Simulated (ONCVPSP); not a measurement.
**Bi: one change to an ONCV potential, before and after**

ONCVPSP 4.0.1 input, shortened (lines: element, Z, core and valence counts, functional; n l f; lmax; l rc ep ncon nbas qcut; lloc lpopt rc5 dvloc0; l nproj debl; icmod fcfact rcfact), PBE, scalar-relativistic:

```
  Bi 83.00   12    3        4      upf
    1    0    2.00
    2    0    2.00
    2    1    6.00
    3    0    2.00
    3    1    6.00
    3    2   10.00
    4    0    2.00
    4    1    6.00
    4    2   10.00
    4    3   14.00
    5    0    2.00
    5    1    6.00
    5    2   10.00
    6    0    2.00
    6    1    3.00
    2
    0    1.85    0.00    4    9    3.10
    1    1.90    0.00    4    7    4.40
    2    1.50    0.00    4    9   12.70
    4    4    1.15    2.00
    0    2    3.30
    1    2    2.10
    2    2    3.20
    3    2.00    1.00
```

All-electron outer shells of the reference configuration (PBE, scalar-relativistic, ld1.x):

```
shell  level (eV)  outermost node (bohr)  outermost maximum (bohr)
   4f     -152.59                      –                      0.34
   5p      -95.86                   0.48                      0.86
   5d      -27.08                   0.51                      1.03
   6s      -14.48                   0.98                      1.88
   6p       -4.57                   1.14                      2.44
```

Change: p: qcut 5.2.

Cutoffs: the cutoffs (Ha) at which the residual kinetic energy of the hardest occupied pseudo-wave falls to 1 and 0.1 mHa per electron; they do not see the model core or the augmentation charge, which bear on the density cutoff. Errors are all-electron minus pseudo energies relative to the spin-unpolarised reference configuration.

Question: How do hardness, ghosts and transferability respond?

Answer: The potential gets neither clearly harder nor softer (27 Ha and 63 Ha → 27 Ha and 63 Ha); both files keep a bound ghost (p, s); the lowest positive-energy flag moves from none to p at 11.1 eV; the number of tests with a reliable result goes from 3 to 4; of the 3 tests that both files solve, the error grows in 0 and shrinks in 2 by more than 15 % and 0.3 meV (median size 14.9 → 9.9 meV); the range in which the p phases agree narrows (upper end at the end of the scan → 0.3).

```tsv
quantity	base	changed
cutoff, loose	27 Ha	27 Ha
cutoff, tight	63 Ha	63 Ha
loose cutoff by channel	s 22 Ha, p 19 Ha, d 27 Ha	s 22 Ha, p 13 Ha, d 27 Ha
bound ghosts	s, p	s, p
GHOST(+) flags under 300 eV	none	p at 11.1 eV
tests with a reliable result	3 of 4	4 of 4
error for 5d10 6s2 6p2, meV [ΔE 7.91 eV]	-4.8	-3.0
error for 5d10 6s2 6p1, meV [ΔE 23.16 eV]	-15	-9.9
error for 5d10 6s2 6p0, meV [ΔE 46.50 eV]	-22	-25
s: phases at 1.88 bohr within 0.05 rad from the reference energy up to (Ha; the scan ends near 5)	to the end of the scan	to the end of the scan
p: phases at 1.93 bohr within 0.05 rad from the reference energy up to (Ha; the scan ends near 5)	to the end of the scan	0.3
d: phases at 1.53 bohr within 0.05 rad from the reference energy up to (Ha; the scan ends near 5)	to the end of the scan	to the end of the scan
rms error of d²Exc/dni dnj with the model core, mHa	3.04	3.04
```

 A true bound ghost makes a file unfit for plane-wave use even where its test errors are small: the radial tests pick states by their node count and pass the ghost by.
